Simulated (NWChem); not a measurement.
Basis-set dependence for H4PSi

```
Si
H 1 1.4930
H 1 1.4970 2 108.95
H 1 1.4971 2 108.94 3 118.18
P 1 2.2614 2 109.33 4 120.88
H 5 1.4348 1 91.36 2 179.75
```
Charge 0, spin multiplicity 2.

Everything below was run with NWChem. The geometry was optimised at UPBE0/def2-SVP, a minimum by its harmonic frequencies.

Hartree-Fock energies in Ha, correlation energies in mHa.

The correlated methods keep 10 core orbitals frozen. The structure started from a generated list of species. No SCF solution was tested for a lower state. Open-shell Hartree-Fock references start from PBE0 orbitals. No row is a measurement; the coupled-cluster row has its own basis-set and correlation limits.

```json
[
 {"basis": "STO-3G", "functions": "22", "UHF": "-624.81241", "UMP2": "-65.6", "SCS-UMP2": "-76.6", "CCSD on ROHF": "-99.2", "CCSD[T] on ROHF": "-99.9", "CCSD(T) on ROHF": "-99.9", "CCSD on UHF": "-97.5", "CCSD[T] on UHF": "-98.2", "CCSD(T) on UHF": "-98.2"},
 {"basis": "def2-SVP", "functions": "56", "UHF": "-631.77582", "UMP2": "-202.8", "SCS-UMP2": "-213.5", "CCSD on ROHF": "-251.5", "CCSD[T] on ROHF": "-258.2", "CCSD(T) on ROHF": "-258.1", "CCSD on UHF": "-247.4", "CCSD[T] on UHF": "-254.0", "CCSD(T) on UHF": "-253.8"},
 {"basis": "def2-TZVP", "functions": "98", "UHF": "-631.99713", "UMP2": "-244.1", "SCS-UMP2": "-256.3", "CCSD on ROHF": "not run", "CCSD[T] on ROHF": "not run", "CCSD(T) on ROHF": "not run", "CCSD on UHF": "not run", "CCSD[T] on UHF": "not run", "CCSD(T) on UHF": "not run"}
]
```

From def2-SVP to def2-TZVP the Hartree-Fock energy moves by -221.3 mHa and the UMP2 correlation energy by -41.4 mHa, which is 17 % of its value in the larger set.
